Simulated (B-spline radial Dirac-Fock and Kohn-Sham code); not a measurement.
The computed values come from a radial atomic solver: independent-particle radiative and Coulomb Auger rates from relativistic LDA hole-state orbitals, with Dirac-Fock energies.

**Question.** A single inner-shell vacancy in a neutral atom gives this computed emission spectrum. Which element, which hole, and which lines?

```
energy (eV)  relative intensity
     1874.4                 3.0
     2126.1               100.0
     2252.0                 0.5
     2310.4                 1.4
     2311.5                 0.1
```

**Answer.** Zirconium (Z = 40), hole in L2 (2p1/2). In order of rising energy the lines are Lη (L2-M1), Lβ1 (L2-M4), Lγ5 (L2-N1), Lγ1 (L2-N4), L2-O1.
